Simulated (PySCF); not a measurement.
Al(OH)2(OtBu), SMILES CC(C)(C)[O][Al]([OH])[OH], singlet (GFN2-xTB optimised geometry):

```
19

Al    -1.436    -0.214     0.000
O     -2.327     1.188     0.000
H     -3.253     1.390     0.005
O     -2.216    -1.682    -0.004
H     -1.938    -2.587    -0.005
O      0.219    -0.214     0.000
C      1.413     0.518    -0.004
C      2.308    -0.030     1.114
C      2.090     0.328    -1.365
C      1.116     1.997     0.234
H      3.253     0.506     1.142
H      2.501    -1.087     0.949
H      1.806     0.083     2.072
H      2.279    -0.728    -1.541
H      3.031     0.870    -1.402
H      1.433     0.696    -2.150
H      0.622     2.115     1.196
H      0.440     2.354    -0.540
H      2.029     2.587     0.221
```

Method: PySCF with PBE0/def2-SVP.

What are the frontier orbital energies and the dipole moment?

HOMO-2 -8.55 eV, HOMO-1 -7.80 eV, HOMO -7.71 eV, LUMO 0.20 eV, LUMO+1 1.53 eV; dipole moment 0.30 D.

On the same geometry PBE/def2-SVP (PySCF) gives HOMO-2 -6.75 eV, HOMO-1 -6.22 eV, HOMO -6.14 eV, LUMO -0.66 eV, LUMO+1 0.71 eV; dipole moment 0.31 D.

Meta-Löwdin charges at PBE0/def2-SVP: Al1 1.19, O2 -0.74, H3 0.34, O4 -0.74, H5 0.34, O6 -0.63, C7 0.28, C8 -0.30, C9 -0.31, C10 -0.31, H11 0.10, H12 0.10, H13 0.10, H14 0.10, H15 0.10, H16 0.10, H17 0.10, H18 0.10, H19 0.10.
